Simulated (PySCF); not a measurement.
**Working with the constants of BeO⁺**

UHF-CCSD(T) constants of BeO⁺, ²Π (doublet), unpaired electrons π ↑ (PySCF, no relativity, basis sets Be cc-pVDZ, O cc-pVDZ; masses 9.0122 and 15.9949 u):

* ωe: 1191.7 cm⁻¹
* ωexe: 8.28 cm⁻¹
* Be: 1.3657 cm⁻¹
* αe: 0.0147 cm⁻¹
* D (centrifugal): 7.17e-06 cm⁻¹
* De to Be⁺ + O: 3.33 eV

Q: Give the vibrational terms G(v) and spacings up to v = 6.

A: G(v) = ωe(v+½) − ωexe(v+½)².

```csv
v,G(v) (cm⁻¹),G(v) − G(v−1),Bv (cm⁻¹)
0,593.8,,1.358
1,1768.9,1175.1,1.344
2,2927.5,1158.6,1.329
3,4069.5,1142.0,1.314
4,5195.0,1125.5,1.300
5,6303.9,1108.9,1.285
6,7396.2,1092.3,1.270
```

Q: How well does the Morse estimate ωe²/(4ωexe) reproduce De, and what is D0?

A: It gives 5.32 eV, 160 % of the computed De. D0 = De − G(0) = 3.33 − 0.07 = 3.26 eV.

Correlated steps freeze 1 core orbital. Correlated levels converge slowly with the basis: in double zeta they bind strong bonds too weakly, by up to about 1 eV, and carry superposition errors of some tenths. For an ion De counts to the pair picked by the measured ionisation energies or electron affinities, which need not be the lowest pair at this level. The state was picked by a PBE0 search and need not be the measured ground state.
